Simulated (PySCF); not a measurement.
## NMR data sheet: C3H7ClO3Si

* Formula: C3H7ClO3Si
* SMILES: O=C(O)[SiH2]OCCCl
* InChI: InChI=1S/C3H7ClO3Si/c4-1-2-7-8-3(5)6/h1-2,8H2,(H,5,6)
* Point group of the computed structure: C1
* Degrees of unsaturation: 1
* Carbon signals: 3
* Proton signals: 4

Structure with atom numbers: `[O:1]=[C:2]([OH:3])[SiH2:4][O:5][CH2:6][CH2:7][Cl:8]`; H(Xn) means a hydrogen on atom n.

- GFN2-xTB structure
- GIAO PBE0/pcSseg-1 shieldings
- run in PySCF
- no solvent model, a single conformation, fast rotation and ring inversion assumed for equivalent nuclei, non-relativistic Hamiltonian

Scale: TMS for ¹H (σ = 31.72 ppm), ¹³C (σ = 186.93 ppm), ²⁹Si (σ = 349.16 ppm); ¹⁷O (σ = 336.08 ppm) against H2O (reference shieldings calculated alike).

| carbon | δC, type | δH (multiplicity) | HMBC from (2–3 bonds) | span of the C tensor (ppm) |
| --- | --- | --- | --- | --- |
| C2 | 188.5, C | – | H(Si4) | 191 |
| C6 | 67.0, CH2 | 4.70 (t) | H(Si4), H(C7) | 50 |
| C7 | 55.4, CH2 | 3.81 (t) | H(C6) | 50 |

Other nuclei:
```csv
atoms,nucleus,environment,δ (ppm),σ (ppm)
H(O3),¹H,hydrogen on an acid hydroxyl oxygen,6.77,24.94
H(Si4),¹H,"hydrogen on a silicon bonded to C, O",5.24,26.48
Si4,²⁹Si,"silicon bonded to C, O, 2 H",-48.1,397.3
O1,¹⁷O,carbonyl oxygen,513.6,-177.5
O3,¹⁷O,acid hydroxyl oxygen,235.7,100.4
O5,¹⁷O,"oxygen bonded to C, Si",18.7,317.4
```

1. Carbon types of the structure: 1 × C, 2 × CH2, leaving 3 H on heteroatoms.
2. δC 188.5: carbonyl carbon.
3. δC 67.0: sp3 CH2 bonded to O; pulled downfield by the heteroatom.
4. δC 55.4: sp3 CH2 bonded to Cl; the inductive effect lowers its shielding.
5. δH 6.77: hydrogen on an acid hydroxyl oxygen; exchangeable, gas-phase position.
6. δH 4.70: hydrogen on an sp3 CH2 bonded to O; its carbon carries O, hence the downfield position.

Exchangeable OH/NH protons stand at their gas-phase positions; hydrogen bonding in a real sample shifts them, mostly to higher δ. Carbons that carry Cl, above all several Cl atoms, come out too deshielded, partly because spin–orbit coupling is missing. Shifts are as computed. Against solution values, carbons near 30 ppm lie about +3 ppm off and those near 130 ppm about +5 ppm; carbons on Cl a further +6 ppm. Of 1309 compounds with measured shifts, 239 miss one by over three times the rms of a fit or turn the order of signals round; such compounds aren't used in these exercises. In solution the two oxygens of a carboxylic acid exchange roles by proton transfer and give one 17O line. Hydrogen bonding in solution shields acid and N–H amide carbonyl oxygens by tens of ppm. Hydrogen bonding in solution deshields acid and N–H amide carbonyl carbons by as much as 10 ppm beyond these values. Unscaled 17O shifts of doubly bonded oxygen tend to come out too high, by tens of ppm or more. Experimental scales use liquid or dissolved standards, which lie at an offset from isolated H2O (liquid H2O: subtract about 36 ppm). Multiplicities follow the n + 1 count of equivalent neighbours, as no J values were calculated; m marks all less simple cases, F and P coupling included.
